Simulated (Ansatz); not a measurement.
`C[Si](C)(C)O[Si](C)(C)O[Si](C)(C)O[Si](C)(C)O[Si](C)(C)O[Si](C)(C)O[Si](C)(C)C` with charge -1. The state is a doublet with charge -1. Geometry PBE-D4/def2-SVP, that of the neutral singlet; atoms count from 1.

```xyz
77

C    -0.632    0.873   -6.369
Si   -0.385    0.891   -4.500
C    -0.761    2.601   -3.800
C    -1.451   -0.426   -3.670
O     1.249    0.575   -4.212
Si    2.291   -0.424   -3.364
C     1.922   -2.232   -3.702
C     4.033    0.073   -3.849
O     2.090   -0.190   -1.713
Si    1.703    0.998   -0.603
C     2.392    2.652   -1.173
C     2.343    0.433    1.058
O     0.019    1.106   -0.567
Si   -1.272    1.771    0.268
C    -1.084    3.643    0.315
C    -2.845    1.223   -0.586
O    -1.311    1.166    1.828
Si   -0.966    1.311    3.462
C    -2.560    0.979    4.396
C    -0.244    3.003    3.835
O     0.196    0.188    3.882
Si    0.558   -1.451    3.952
C     2.369   -1.596    4.400
C    -0.565   -2.275    5.218
O     0.340   -2.145    2.449
Si   -0.803   -2.859    1.424
C    -0.770   -4.720    1.744
C    -2.521   -2.160    1.783
C    -0.289   -2.466   -0.340
H     0.028    1.616   -6.862
H    -0.393   -0.126   -6.790
H    -1.681    1.114   -6.639
H    -0.109    3.370   -4.263
H    -0.579    2.603   -2.707
H    -1.817    2.893   -3.980
H    -2.531   -0.198   -3.783
H    -1.268   -1.427   -4.113
H    -1.221   -0.476   -2.587
H     0.912   -2.497   -3.331
H     1.970   -2.458   -4.787
H     2.653   -2.883   -3.180
H     4.212   -0.105   -4.929
H     4.196    1.152   -3.651
H     4.786   -0.503   -3.273
H     3.499    2.618   -1.234
H     2.000    2.901   -2.180
H     2.113    3.473   -0.482
H     1.893   -0.550    1.305
H     2.079    1.135    1.873
H     3.446    0.321    1.032
H    -0.155    3.942    0.841
H    -1.040    4.057   -0.714
H    -1.938    4.120    0.839
H    -3.735    1.605   -0.045
H    -2.884    1.594   -1.629
H    -2.907    0.117   -0.611
H    -2.993    0.005    4.091
H    -3.315    1.764    4.185
H    -2.386    0.952    5.491
H    -0.026    3.101    4.918
H     0.708    3.153    3.286
H    -0.941    3.817    3.549
H     2.576   -1.116    5.379
H     2.679   -2.659    4.459
H     2.993   -1.096    3.632
H    -0.421   -1.831    6.225
H    -0.350   -3.362    5.291
H    -1.634   -2.156    4.947
H    -1.049   -4.951    2.794
H    -1.480   -5.256    1.080
H     0.244   -5.133    1.563
H    -3.262   -2.545    1.051
H    -2.875   -2.444    2.796
H    -2.506   -1.054    1.713
H    -0.962   -2.962   -1.071
H    -0.319   -1.374   -0.525
H     0.747   -2.805   -0.540
```

Single mean-field runs in def2-SVP are fitted with def2-universal-jkfit. The highest occupied level of the charge -1 doublet lies above zero (up to 2.73 eV). By energy differences it is unbound by 1.76 eV (vertical, against the charge 0 singlet, at PBE0-D4/def2-SVP) and held by the finite basis.

**Question.** Estimate the Mulliken populations of the heavy atoms from the PBE0/def2-SVP orbitals of Ansatz.

**Answer.** 
```json
{"atom": "C1", "charge (e)": "-0.31", "spin (α − β)": "-0.02"}
{"atom": "Si2", "charge (e)": "0.70", "spin (α − β)": "0.03"}
{"atom": "C3", "charge (e)": "-0.32", "spin (α − β)": "-0.03"}
{"atom": "C4", "charge (e)": "-0.34", "spin (α − β)": "-0.02"}
{"atom": "O5", "charge (e)": "-0.62", "spin (α − β)": "0.00"}
{"atom": "Si6", "charge (e)": "0.89", "spin (α − β)": "0.03"}
{"atom": "C7", "charge (e)": "-0.33", "spin (α − β)": "-0.02"}
{"atom": "C8", "charge (e)": "-0.32", "spin (α − β)": "-0.02"}
{"atom": "O9", "charge (e)": "-0.61", "spin (α − β)": "0.00"}
{"atom": "Si10", "charge (e)": "0.85", "spin (α − β)": "0.05"}
{"atom": "C11", "charge (e)": "-0.30", "spin (α − β)": "-0.04"}
{"atom": "C12", "charge (e)": "-0.32", "spin (α − β)": "-0.03"}
{"atom": "O13", "charge (e)": "-0.64", "spin (α − β)": "0.00"}
{"atom": "Si14", "charge (e)": "0.86", "spin (α − β)": "0.05"}
{"atom": "C15", "charge (e)": "-0.27", "spin (α − β)": "-0.06"}
{"atom": "C16", "charge (e)": "-0.29", "spin (α − β)": "-0.04"}
{"atom": "O17", "charge (e)": "-0.61", "spin (α − β)": "-0.01"}
{"atom": "Si18", "charge (e)": "0.86", "spin (α − β)": "0.05"}
{"atom": "C19", "charge (e)": "-0.30", "spin (α − β)": "-0.04"}
{"atom": "C20", "charge (e)": "-0.28", "spin (α − β)": "-0.05"}
{"atom": "O21", "charge (e)": "-0.60", "spin (α − β)": "0.00"}
{"atom": "Si22", "charge (e)": "0.88", "spin (α − β)": "0.03"}
{"atom": "C23", "charge (e)": "-0.32", "spin (α − β)": "-0.02"}
{"atom": "C24", "charge (e)": "-0.31", "spin (α − β)": "-0.04"}
{"atom": "O25", "charge (e)": "-0.63", "spin (α − β)": "0.00"}
{"atom": "Si26", "charge (e)": "0.71", "spin (α − β)": "0.03"}
{"atom": "C27", "charge (e)": "-0.31", "spin (α − β)": "-0.02"}
{"atom": "C28", "charge (e)": "-0.34", "spin (α − β)": "-0.03"}
{"atom": "C29", "charge (e)": "-0.34", "spin (α − β)": "-0.02"}
```
Mulliken values depend strongly on the basis.

**Question.** Where does the spin sit?

**Answer.** Summed by element: C -0.52, Si 0.27, O -0.02, H 1.26, of 1 unpaired in all. Largest on single atoms: C15 -0.06, H61 0.06, C20 -0.05.

**Question.** And the Mayer bond orders between heavy atoms (over 0.3)?

**Answer.** C1–Si2 0.97 (1.89 Å); Si2–C3 0.99 (1.89 Å); Si2–C4 1.00 (1.89 Å); Si2–O5 0.98 (1.69 Å); O5–Si6 1.02 (1.67 Å); Si6–C7 0.98 (1.88 Å); Si6–C8 0.97 (1.88 Å); Si6–O9 1.02 (1.68 Å); O9–Si10 1.00 (1.67 Å); Si10–C11 0.99 (1.88 Å); Si10–C12 1.02 (1.87 Å); Si10–O13 0.92 (1.69 Å); O13–Si14 0.96 (1.68 Å); Si14–C15 1.00 (1.88 Å); Si14–C16 1.01 (1.87 Å); Si14–O17 1.00 (1.67 Å); O17–Si18 0.98 (1.68 Å); Si18–C19 0.98 (1.88 Å); Si18–C20 0.98 (1.88 Å); Si18–O21 1.02 (1.67 Å); O21–Si22 1.02 (1.68 Å); Si22–C23 0.98 (1.87 Å); Si22–C24 0.98 (1.88 Å); Si22–O25 1.00 (1.67 Å); O25–Si26 0.97 (1.69 Å); Si26–C27 0.97 (1.89 Å); Si26–C28 1.00 (1.89 Å); Si26–C29 1.01 (1.88 Å).
